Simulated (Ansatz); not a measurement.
Consider the formal exchange of groups at the Si–N bond: `N[SiH2][SiH](N)F` + `NCS` → `N[SiH2][SiH](F)S` + `NCN`.

Isolated molecules relaxed with PBE0-D4/def2-TZVP in Ansatz; ΔE leaves out vibrations. CBS: MP2 limit from def2 TZ/QZ plus the TZ coupled-cluster correction, frozen cores. Functionals use def2-TZVPP. B3LYP here is the variant with VWN-RPA as its local correlation; programs differ in this. Each species was taken in one conformer, which may not be the lowest.

CCSD(T)/CBS gives +5.2 kJ/mol.

Task: Another level gave +3.8 kJ/mol. Which?
A. B3LYP-D4/def2-TZVPP
B. PBE-D4/def2-TZVPP
C. r2SCAN-D4/def2-TZVPP
D. HF/def2-TZVPP

Result: A. B3LYP-D4 3.8, r2SCAN-D4 -0.8, HF/def2-TZVPP 10.8, PBE-D4 -5.7 kJ/mol.

Largest T1 diagnostic among the species: 0.012.

In def2-TZVPP, CCSD(T) changes the Hartree–Fock value by −7.3 kJ/mol (the triples alone add −1.8 kJ/mol) and MP2 by −6.0 kJ/mol.

CCSD(T)/CBS has its own doubt, a few kJ/mol and more with outer-core shells, so smaller differences from it don't rank the levels.
